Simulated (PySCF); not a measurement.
# Spin states and ions at one geometry of TlI3

PySCF 2.14.0, RKS BP86, Tl def2-SVP with ECP60, I def2-SVP with ECP28; non-relativistic Hamiltonian with scalar-relativistic core potentials where named; density fitting; no spin-orbit coupling; singlets restricted, open shells unrestricted. The geometry is relaxed for charge 0, singlet, vacuum:

```xyz
4

Tl    0.0899    0.0000    0.0000
I    -1.2910    0.0000    2.3962
I    -1.2910    0.0000   -2.3962
I     2.8577    0.0000    0.0000
```

Energies count from the relaxed state; an electron taken off or put on is at rest in vacuum. Charges and spins are Mulliken's.

Q: Order these states by energy, lowest first.
A. charge +1, doublet, vacuum
B. charge -1, doublet, vacuum
C. charge 0, triplet, vacuum
D. charge 0, singlet, vacuum

A: B (-2.68 eV), D (0.00 eV), C (1.84 eV), A (9.07 eV).

Q: How do charge and spin on the first atom follow?

A: 
| state | spin squared | charge on Tl1 (e) | spin on Tl1 (e) | dipole about the centre of mass (D) |
| --- | --- | --- | --- | --- |
| charge 0, singlet, vacuum | 0.00 | 0.34 | 0.00 | 0.01 |
| charge 0, triplet, vacuum | 2.00 | 0.22 | 0.24 | 0.00 |
| charge +1, doublet, vacuum | 0.75 | 0.38 | -0.05 | 0.01 |
| charge -1, doublet, vacuum | 0.75 | 0.17 | 0.28 | 0.01 |

With an electron taken off (doublet) the charges change, summed by element, by Tl +0.04 e, I +0.96 e. The vertical ionisation energy is 9.07 eV, against −ε(HOMO) = 6.77 eV of the relaxed state. The level lies 2.3 eV too high, as is usual for semilocal functionals and global hybrids, which keep a self-interaction error.

With an electron put on (doublet) the charges change, summed by element, by Tl -0.16 e, I -0.84 e. The vertical electron affinity is 2.68 eV, against −ε(LUMO) = 4.98 eV of the relaxed state. The basis has no diffuse functions, which an added electron needs.

Open shells may have lower solutions than those found. Hard to converge, so the more doubtful: charge 0, triplet, vacuum.
